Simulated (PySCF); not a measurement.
Ruthenium: a sound run and one with changed settings

Sound run: Ru [Kr] 4d7 5s1, Ru+ [Kr] 4d7. Computed with PySCF 2.14 in def2-SVP with the def2 core potential (28 electrons) (5s3p2d1f, 31 functions), with scalar relativity through the core potential. The sound run starts from symmetry-adapted Hartree-Fock orbitals and uses a fine grid where one is needed.

Changed run: basis STO-3G, all-electron and non-relativistic. This setting is unsound on purpose.

```csv
species,method,sound run (hartree),changed run (hartree),converged
Ru,UHF,-94.09867,-4397.52156,yes
Ru,M06-2X,-94.67557,-4399.32108,yes
Ru,TPSS,-94.75501,-4399.05077,yes
Ru+,UHF,-93.86585,-4397.40597,yes
Ru+,M06-2X,-94.41036,-4399.18193,yes
Ru+,TPSS,-94.47411,-4398.91128,yes
```

Ionisation energy of Ru:

```tsv
method	sound run (eV)	changed run (eV)
UHF	6.335	3.145
M06-2X	7.217	3.787
TPSS	7.644	3.796
```

A minimal basis cannot let orbitals breathe on ionisation and holds almost no correlation. The Hamiltonian changed with the basis, so the totals do not compare.

For comparison, NIST gives 7.361 eV between the lowest levels.
